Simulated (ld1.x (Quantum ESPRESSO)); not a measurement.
Plane-wave convergence, TM potential for Sm (Z = 62)

| Quantity | Value |
| --- | --- |
| Element | Sm (Z = 62) |
| Generator | ld1.x (Quantum ESPRESSO) 7.5 |
| Type | norm-conserving Troullier–Martins (Kleinman–Bylander form) |
| Functional | PBEsol |
| Relativity | scalar-relativistic |
| Frozen core | [Kr] 4d10 4f5 |
| Valence charge | 11 |
| Reference configuration | 5s2 5p6 5d1 6s1.75 6p0.25 |
| Partial waves | 5p (bound): rc 1.45 bohr; 5d (bound): rc 2.65 bohr; 5s (bound): rc 1.45 bohr |
| Local potential | the s channel |
| Core correction | none |

Occupied shells without a wave of their own: 6p, 6s. They enter only through the test configuration that unscreens the potential.

The pseudo-atom Hamiltonian at the reference potential is diagonalised in spherical Bessel functions j_l(qr) that vanish at 20 bohr, with q² up to the cutoff. All-electron valence levels (Ry): 5p -1.9348, 6p -0.1086, 5d -0.2218, 5s -3.4592, 6s -0.3091.

How do the lowest levels (Ry) of each channel move with the cutoff, and are there ghosts?

| cutoff (Ry) | p #1 | p #2 | d #1 | s #1 | s #2 | s #3 | f #1 | f #2 | Σ f·Δε (mRy) |
| --- | --- | --- | --- | --- | --- | --- | --- | --- | --- |
| 8 | -1.8122 | -0.0989 | -0.1777 | -2.8490 | -0.2416 | 0.0038 | 0.0867 | 0.1973 | 2127.5 |
| 18 | -1.8653 | -0.1035 | -0.2216 | -3.3711 | -0.2995 | -0.0051 | 0.0867 | 0.1971 | 618.4 |
| 35 | -1.9316 | -0.1088 | -0.2218 | -3.4263 | -0.3095 | -0.0066 | 0.0867 | 0.1971 | 91.7 |
| 55 | -1.9330 | -0.1089 | -0.2218 | -3.4541 | -0.3121 | -0.0070 | 0.0867 | 0.1971 | 22.7 |
| 90 | -1.9347 | -0.1091 | -0.2218 | -3.4582 | -0.3127 | -0.0071 | 0.0867 | 0.1971 | 2.9 |
| 140 | -1.9348 | -0.1091 | -0.2218 | -3.4592 | -0.3128 | -0.0071 | 0.0867 | 0.1971 | 0.2 |
| 400 | -1.9349 | -0.1091 | -0.2218 | -3.4592 | -0.3128 | -0.0071 | 0.0867 | 0.1971 | 0.0 |

Result: no extra level below or beside the all-electron valence levels (p, d, s, f tested); 10 mRy is reached at 70 Ry and 1 mRy at 110 Ry.

2 of 7 tests not solved or not reliable.
